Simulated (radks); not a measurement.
Initial-state core-level shifts of neutral rhodium when its valence configuration changes from [Kr] 4d8 5s1. Calculated with a radial shooting solver on a logarithmic mesh with Libxc functionals: scalar-relativistic Kohn-Sham, BLYP, spin-polarised, spherical densities, point nucleus; open shells are filled with parallel spins first (spin-orbit coupling, left out, can overturn this in heavy ions). Shifts are changes of the shell-averaged eigenvalues in eV (positive: less bound).

valence               2p       3d       4s       4p
4d7 5s1 5p1       -5.200   -5.188   -4.904   -4.757
4d7 5s2           -3.841   -3.817   -3.519   -3.376
4d7.5 5s0.5 5p1   -3.333   -3.340   -3.247   -3.185
4d8 5s0.5 5p0.5   -0.852   -0.861   -0.890   -0.897
4d7.5 5s1 5p0.5   -2.575   -2.573   -2.459   -2.393
4d7.5 5s1.5       -1.850   -1.842   -1.713   -1.646
4d6.5 5s0.5 5p2   -8.578   -8.553   -8.050   -7.809
4d9               +2.999   +3.000   +2.836   +2.726
4d5.5 5s0.5 5p3  -14.216  -14.115  -12.971  -12.505
